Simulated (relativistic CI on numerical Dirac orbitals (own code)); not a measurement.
**Electric-dipole transitions in Ce XXXI**

These numbers are calculated, not measured: Dirac-Coulomb-Breit CI, KLI orbitals optimised for each configuration, QED by a radiative potential, unscaled Slater integrals (own radial code, finite nucleus).

Configurations in the expansion (outside the closed core [Ne]): 3s2 3p6 3d10, 3s2 3p6 3d9 4s, 3s2 3p6 3d9 4p, 3s2 3p6 3d9 4d, 3s2 3p6 3d9 4f, 3s2 3p5 3d10 4s, 3s2 3p6 3d8 4s2, 3s2 3p5 3d10 4p, 3s2 3p6 3d8 4s 4p, 3s2 3p6 3d9 5s, 3s2 3p5 3d10 4d, 3s2 3p6 3d8 4p2, 3s 3p6 3d10 4s, 3s2 3p6 3d9 5p, 3s2 3p6 3d8 4s 4d, 3s2 3p6 3d9 5d, 3s2 3p6 3d8 4p 4d, 3s 3p6 3d10 4p, 3s2 3p5 3d10 4f, 3s2 3p5 3d9 4s2, 3s2 3p6 3d9 5f, 3s2 3p6 3d9 5g, 3s2 3p5 3d9 4s 4p, 3s2 3p6 3d8 4d2, 3s 3p6 3d10 4d, 3s2 3p6 3d9 6s, 3s2 3p5 3d9 4p2, 3s2 3p6 3d9 6p, 3s2 3p5 3d9 4s 4d, 3s 3p6 3d9 4s2, 3s2 3p6 3d9 6d, 3s2 3p5 3d10 5s, 3s 3p6 3d10 4f, 3s2 3p5 3d9 4p 4d, 3s2 3p5 3d10 5p, 3s 3p6 3d9 4s 4p. Levels of other configurations are missing.

```tsv
λ vac (Å)	Lower	Upper	A (s⁻¹)	log gf	S velocity/length
8.9264	3s2 3p6 3d10 1S_0 [1]	3s2 3p6 3d9 5f 1P°_1 [159]	4.89e+13	0.24	0.93
9.0565	3s2 3p6 3d10 1S_0 [1]	3s2 3p6 3d9 5f 3D°_1 [139]	1.66e+13	-0.21	0.91
9.9904	3s2 3p6 3d10 1S_0 [1]	3s2 3p5 3d10 4d 1P°_1 [78]	2.20e+13	-0.01	0.97
11.380	3s2 3p6 3d10 1S_0 [1]	3s2 3p6 3d9 4f 1P°_1 [57]	1.05e+14	0.79	0.93
11.704	3s2 3p6 3d10 1S_0 [1]	3s2 3p6 3d9 4f 3D°_1 [49]	1.04e+13	-0.19	0.93
29.416	3s2 3p6 3d9 4d 3G_4 [19]	3s2 3p6 3d9 5f 3H°_5 [130]	2.02e+12	0.46	0.98
29.743	3s2 3p6 3d9 4d 3G_5 [23]	3s2 3p6 3d9 5f 3H°_6 [131]	2.17e+12	0.57	0.99
29.775	3s2 3p6 3d9 4d 3G_4 [32]	3s2 3p6 3d9 5f 3H°_5 [143]	2.16e+12	0.50	0.99
29.879	3s2 3p6 3d9 4d 3F_4 [26]	3s2 3p6 3d9 5f 3G°_5 [137]	1.81e+12	0.43	0.99
33.904	3s2 3p6 3d9 4s 3D_2 [5]	3s2 3p5 3d10 4s 3P°_1 [64]	1.76e+12	-0.04	0.91
37.146	3s2 3p6 3d9 4f 3H°_4 [51]	3s2 3p6 3d9 5g 3I_5 [164]	4.40e+12	1.00	0.99
37.170	3s2 3p6 3d9 4f 3H°_6 [42]	3s2 3p6 3d9 5g 3I_7 [146]	4.52e+12	1.15	0.99
37.180	3s2 3p6 3d9 4f 3H°_5 [41]	3s2 3p6 3d9 5g 1I_6 [144]	4.40e+12	1.07	0.99
37.190	3s2 3p6 3d9 4f 3P°_2 [50]	3s2 3p6 3d9 5g 3D_3 [162]	3.20e+12	0.67	0.98
37.243	3s2 3p6 3d9 4f 1D°_2 [43]	3s2 3p6 3d9 5g 1F_3 [156]	3.08e+12	0.65	0.98
37.270	3s2 3p6 3d9 4f 3F°_3 [44]	3s2 3p6 3d9 5g 3G_4 [154]	2.53e+12	0.68	0.99
37.312	3s2 3p6 3d9 4f 3H°_5 [52]	3s2 3p6 3d9 5g 3I_6 [166]	4.48e+12	1.09	0.99
37.336	3s2 3p6 3d9 4f 3F°_2 [53]	3s2 3p6 3d9 5g 3G_3 [165]	3.50e+12	0.71	0.99
37.402	3s2 3p6 3d9 4f 3F°_4 [45]	3s2 3p6 3d9 5g 3H_5 [151]	2.11e+12	0.69	0.99
37.430	3s2 3p6 3d9 4f 1G°_4 [46]	3s2 3p6 3d9 5g 3G_5 [157]	2.31e+12	0.73	0.99
37.484	3s2 3p6 3d9 4f 3F°_3 [54]	3s2 3p6 3d9 5g 3F_4 [167]	2.61e+12	0.69	0.99
37.525	3s2 3p6 3d9 4f 3G°_4 [56]	3s2 3p6 3d9 5g 3H_5 [169]	4.13e+12	0.98	0.99
37.542	3s2 3p6 3d9 4f 3G°_3 [55]	3s2 3p6 3d9 5g 3H_4 [168]	2.64e+12	0.70	0.99
37.547	3s2 3p6 3d9 4f 3G°_5 [47]	3s2 3p6 3d9 5g 3H_6 [155]	3.98e+12	1.04	0.99
37.588	3s2 3p6 3d9 4f 1F°_3 [48]	3s2 3p6 3d9 5g 1G_4 [158]	3.14e+12	0.78	0.99
42.209	3s2 3p6 3d9 4s 1D_2 [3]	3s2 3p5 3d10 4s 1P°_1 [39]	9.43e+11	-0.12	0.89
42.314	3s2 3p6 3d9 4d 3G_5 [23]	3s2 3p5 3d10 4d 3F°_4 [76]	9.36e+11	0.35	0.86
42.334	3s2 3p6 3d9 4p 3F°_3 [7]	3s2 3p5 3d10 4p 3D_2 [59]	9.50e+11	0.11	0.89
42.345	3s2 3p6 3d9 4p 3F°_4 [10]	3s2 3p5 3d10 4p 3D_3 [60]	8.79e+11	0.22	0.89
42.389	3s2 3p6 3d9 4s 3D_3 [2]	3s2 3p5 3d10 4s 3P°_2 [37]	9.02e+11	0.08	0.89
97.185	3s2 3p6 3d9 4p 3F°_3 [7]	3s2 3p6 3d9 4d 3F_3 [21]	1.20e+11	0.07	0.93
97.620	3s2 3p6 3d9 4p 3P°_2 [6]	3s2 3p6 3d9 4d 3D_2 [20]	1.70e+11	0.08	0.93
98.591	3s2 3p6 3d9 4p 3F°_2 [8]	3s2 3p6 3d9 4d 3G_3 [29]	2.04e+11	0.32	1.04
99.033	3s2 3p6 3d9 4p 3F°_3 [7]	3s2 3p6 3d9 4d 3G_4 [19]	2.11e+11	0.45	1.04
113.63	3s2 3p6 3d9 4d 3G_4 [19]	3s2 3p6 3d9 4f 3H°_5 [41]	1.39e+11	0.47	1.06
118.15	3s2 3p6 3d9 4d 3F_4 [26]	3s2 3p6 3d9 4f 3G°_5 [47]	1.12e+11	0.41	1.03
118.32	3s2 3p6 3d9 4d 3G_4 [32]	3s2 3p6 3d9 4f 3H°_5 [52]	1.31e+11	0.48	1.05
118.80	3s2 3p6 3d9 4d 3G_5 [23]	3s2 3p6 3d9 4f 3H°_6 [42]	1.29e+11	0.55	1.06
119.81	3s2 3p6 3d9 4p 3D°_3 [13]	3s2 3p6 3d9 4d 3F_4 [26]	1.06e+11	0.31	1.01
120.04	3s2 3p6 3d9 4p 3F°_3 [15]	3s2 3p6 3d9 4d 3G_4 [32]	1.45e+11	0.45	1.04
120.15	3s2 3p6 3d9 4p 3F°_4 [10]	3s2 3p6 3d9 4d 3G_5 [23]	1.44e+11	0.53	1.06
134.25	3s2 3p6 3d9 4s 3D_3 [2]	3s2 3p6 3d9 4p 3D°_3 [13]	5.05e+10	-0.02	0.93
139.05	3s2 3p6 3d9 4s 1D_2 [3]	3s2 3p6 3d9 4p 1D°_2 [11]	6.46e+10	-0.03	0.93
139.39	3s2 3p6 3d9 4s 3D_2 [5]	3s2 3p6 3d9 4p 3F°_3 [15]	7.66e+10	0.19	1.07
139.63	3s2 3p6 3d9 4s 3D_3 [2]	3s2 3p6 3d9 4p 3F°_4 [10]	7.63e+10	0.30	1.08
```

Terms are leading LS components. Brackets give the number of a level in order of energy, since labels repeat. The list gives strong lines, with weight on those to low levels, among the lowest 400 of 2326 levels, so that lines to higher ones, which can be the strongest, are missing. Levels whose partners in the same complex of configurations lie outside the list can be far off, and so can their lines. Rates are taken at the computed energies, electric ones in the length gauge. A velocity-to-length ratio far from 1 marks an uncertain rate.

At this charge energies of transitions that change n are usually good to better than 1 %, and those within a shell (Δn = 0) to a few per cent.

LS names give the leading component of a level, which can be under half, so a name can repeat, a term be missing and a line seem to break the LS rules.
